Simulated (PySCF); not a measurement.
Delta-SCF ions had no search for a lower state. Excitations are Tamm–Dancoff values on a coarser integration grid. The basis has no diffuse functions, so Rydberg states are missing or too high.

**H9GaSi3, SMILES `[Ga]([SiH3])([SiH3])[SiH3]` (charge 0, multiplicity 1)**

The numbers are results of PBE0-D3(BJ)/def2-TZVP run with PySCF, not measurements.

```
Item                                                                   Result
--------------------------------------  -------------------------------------
HOMO                                                                 -7.27 eV
dipole moment                                                          0.19 D
HOMO–LUMO gap                                                         4.64 eV
LUMO                                                                 -2.64 eV
S1 excitation (TDA)                                                   3.38 eV
S1 oscillator strength                                                  0.000
T1 excitation (TDA)                                                   2.80 eV
S1–T1 gap (TDA)                                                       0.58 eV
vertical ionisation energy (Delta-SCF)                                8.93 eV
total energy                                                    -2798.1370 Ha
cost                                    about 5 core-minutes (a rough figure)
```

Bonded distances (Å): Si1–Ga2 2.420, Si1–H5 1.490, Si1–H6 1.492, Si1–H7 1.489, Ga2–Si3 2.418, Ga2–Si4 2.421, Si3–H8 1.493, Si3–H9 1.490, Si3–H10 1.489, Si4–H11 1.492, Si4–H12 1.489, Si4–H13 1.491. Bond angles (°): Ga2–Si1–H5 111.2, Ga2–Si1–H6 108.7, Ga2–Si1–H7 113.5, H5–Si1–H6 107.4, H5–Si1–H7 108.1, H6–Si1–H7 107.8, Si1–Ga2–Si3 121.7, Si1–Ga2–Si4 117.8, Si3–Ga2–Si4 120.4, Ga2–Si3–H8 108.0, Ga2–Si3–H9 112.0, Ga2–Si3–H10 113.3, H8–Si3–H9 107.5, H8–Si3–H10 107.7, H9–Si3–H10 108.2, Ga2–Si4–H11 108.9, Ga2–Si4–H12 113.6, Ga2–Si4–H13 110.9, H11–Si4–H12 107.8, H11–Si4–H13 107.4, H12–Si4–H13 108.0.
